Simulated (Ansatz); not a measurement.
Calculated with Ansatz (gas phase, PBE0-D4/def2-TZVP geometries, no zero-point term in ΔE). CBS: MP2 limit from def2 TZ/QZ plus the TZ coupled-cluster correction, frozen cores. This one scheme is used for every species. Functionals use def2-TZVPP. B3LYP here is the variant with VWN-RPA as its local correlation; programs differ in this. def2 core potentials past Kr. For Sb outer-core shells are correlated without core-valence functions, which leaves a few kJ/mol of doubt a bond. Each species was taken in one conformer, which may not be the lowest.

`C[CH2][SbH][OH]` + SiH₄ → `[OH][SbH][CH2][SiH3]` + CH₄  (formal exchange of groups at a C–C bond)

`C[CH2][SbH][OH]`:

```xyz
11

C     0.699   -1.518   -0.049
C     0.606   -0.032    0.250
Sb   -1.424    0.668    0.423
O    -0.952    2.516   -0.102
H     0.212   -1.767   -0.996
H     1.741   -1.843   -0.121
H     0.229   -2.124    0.731
H     1.051    0.575   -0.541
H     1.112    0.220    1.185
H    -1.800    0.154   -1.175
H    -1.475    3.149    0.396
```

SiH₄:

Z-matrix (Å, degrees):
```
Si
H 1 1.485
H 1 1.485 2 109.5
H 1 1.485 2 109.5 3 -120.0
H 1 1.485 2 109.5 3 120.0
```

`[OH][SbH][CH2][SiH3]`:

```xyz
11

O    -1.338   -1.099   -1.201
Sb   -1.961    0.092    0.251
C    -0.019    0.933    0.650
Si    1.393   -0.016   -0.139
H    -1.818   -0.926   -2.015
H    -1.762   -1.125    1.441
H    -0.013    1.969    0.302
H     0.112    0.947    1.735
H     1.339   -1.454    0.224
H     1.388    0.138   -1.615
H     2.681    0.540    0.367
```

CH₄:

Z-matrix (Å, degrees):
```
C
H 1 1.090
H 1 1.090 2 109.5
H 1 1.090 2 109.5 3 -120.0
H 1 1.090 2 109.5 3 120.0
```

| level | ΔE (kJ/mol) | difference from CCSD(T)/CBS |
| --- | --- | --- |
| PBE-D4 | -61.1 | 0.2 |
| r2SCAN-D4 | -64.3 | -3.0 |
| PBE0-D4 | -61.4 | -0.1 |
| B3LYP-D4 | -61.2 | 0.1 |
| ωB97X-V | -58.9 | 2.4 |
| ωB97M-V | -63.0 | -1.7 |
| B2PLYP | -58.8 | 2.5 |
| PBE | -57.6 | 3.7 |
| r2SCAN | -63.4 | -2.1 |
| PBE0 | -58.2 | 3.1 |
| B3LYP | -55.3 | 6.0 |
| HF/def2-TZVPP | -51.8 | 9.5 |
| MP2/def2-TZVPP | -63.4 | -2.1 |
| SCS-MP2/def2-TZVPP | -58.8 | 2.5 |
| CCSD/def2-TZVPP | -57.9 | 3.4 |
| CCSD(T)/def2-TZVPP | -59.6 | 1.7 |
| HF/def2-QZVPP | -51.4 | 9.9 |
| MP2/def2-QZVPP | -64.2 | -2.9 |
| SCS-MP2/def2-QZVPP | -59.7 | 1.6 |
| HF/CBS(def2) | -51.3 | 10.0 |
| MP2/CBS(def2) | -65.1 | -3.8 |
| CCSD/CBS(def2) | -59.6 | 1.7 |
| CCSD(T)/CBS | -61.3 | 0 |

Largest T1 diagnostic among the species: 0.014.

In def2-TZVPP, CCSD(T) changes the Hartree–Fock value by −7.8 kJ/mol (the triples alone add −1.7 kJ/mol) and MP2 by −11.6 kJ/mol. The D4 term adds −5.9 kJ/mol with B3LYP and −3.2 kJ/mol with PBE0; it sums over pairs of atoms, weighted by their polarisabilities, and B3LYP, whose exchange is more repulsive, gets the larger term.
